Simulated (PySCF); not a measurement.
## Calculated data, BClH3

Computed with PySCF 2.14.0. Calculation on a computer-drawn molecule: optimised geometry and harmonic frequencies of an isolated molecule of the commonest isotopes, restricted reference for singlets and unrestricted otherwise, frozen core in MP2.

### BClH3

Start structure:
```xyz
5
BClH3
B     -0.9497     2.2402    -0.0670
Cl    -2.7640     1.9706     0.4350
H     -0.5600     1.1652    -0.3786
H     -1.0127     2.9808    -1.0771
H     -0.3678     2.7789     0.8167
```

| Property | Result |
| --- | --- |
| charge | -1 |
| multiplicity | 1 |
| method | HF |
| basis | aug-cc-pV(D+d)Z |

Drawn bonds:
| atom | other atom | order |
| --- | --- | --- |
| 1 | 2 | 1 |
| 1 | 3 | 1 |
| 1 | 4 | 1 |
| 1 | 5 | 1 |

**Q.** Give the missing total energy for BClH3.
**A.** -485.9879 hartree

**Q.** Estimate the rotational constants of BClH3.
**A.** 120.3, 10.75, 10.75 GHz

Further results for BClH3:

| Property | Result |
| --- | --- |
| convergence status largest gradient component | 2.16e-05 hartree/bohr |

Optimised structure:
```xyz
5
BClH3
B     -0.9282     2.2569    -0.1173
Cl    -2.8595     1.9738     0.4839
H     -0.5051     1.1412    -0.3831
H     -0.9971     2.9919    -1.0917
H     -0.3642     2.7720     0.8371
```

Modes:
| frequency (cm⁻¹) | reduced mass (dalton) |
| --- | --- |
| 403 | 7.665 |
| 863.6 | 1.124 |
| 863.7 | 1.124 |
| 1194 | 1.125 |
| 1254 | 1.092 |
| 1254 | 1.092 |
| 2456 | 1.018 |
| 2470 | 1.117 |
| 2470 | 1.117 |
